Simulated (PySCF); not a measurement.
Compound: C₄H₉GaGe.
SMILES with atom numbers: `[CH:1]#[C:2][GaH:3][CH2:4][CH2:5][GeH3:6]` (hydrogens: H7 on C1; H8 on Ga3; H9, H10 on C4; H11, H12 on C5; H13, H14, H15 on Ge6)

Theory: PBE0-D3(BJ)/def2-SVP geometry optimisation, gas phase (PySCF).

Problem. List the bond lengths, angles and torsions at this level.

Solution. 
```csv
bond,length (Å)
C1≡C2,1.221
C2–Ga3,1.925
Ga3–C4,1.972
C4–C5,1.528
C5–Ge6,1.964
C1–H7,1.076
Ga3–H8,1.567
"C4–H9, C4–H10",1.106
"C5–H11, C5–H12",1.102
"Ge6–H13, Ge6–H14, Ge6–H15",1.543
```

Bonds in one row agree within 0.01 Å and their mean is given. A selection of angles:
```csv
angle,degrees
C2–C1–H7,179.6
C1–C2–Ga3,178.4
C2–Ga3–C4,116.7
C2–Ga3–H8,118.1
C4–Ga3–H8,125.2
Ga3–C4–C5,114.8
Ga3–C4–H9,107.7
Ga3–C4–H10,106.5
C5–C4–H9,111.5
H9–C4–H10,104.4
C4–C5–Ge6,113.3
C4–C5–H11,111.2
Ge6–C5–H11,107.8
H11–C5–H12,105.4
C5–Ge6–H13,109.7
C5–Ge6–H14,111.7
H13–Ge6–H14,108.8
H13–Ge6–H15,108.2
```

Torsions: C2–Ga3–C4–C5 7° (synperiplanar); Ga3–C4–C5–Ge6 -177° (antiperiplanar). The mirror-image conformer, all signs reversed, is as good.

Ge6 (germanium bonded to C and 3 H) is tetrahedral (angles from 108.2° to 111.7°). Ga3 (gallium bonded to 2 C and H) is planar (angles 125.2°, 118.1° and 116.7°, sum 360.0°, 0.00 Å off the plane of its three neighbours). The C–C distances run from 1.221 Å (C1≡C2, drawn triple) to 1.528 Å (C4–C5, drawn single), a spread of 0.307 Å. The 2 C–Ga bonds span 1.925 Å (C2–Ga3, drawn single) to 1.972 Å (Ga3–C4, drawn single), a spread of 0.047 Å.

Stationary, but not proved a minimum. The numbers are those of one conformer.
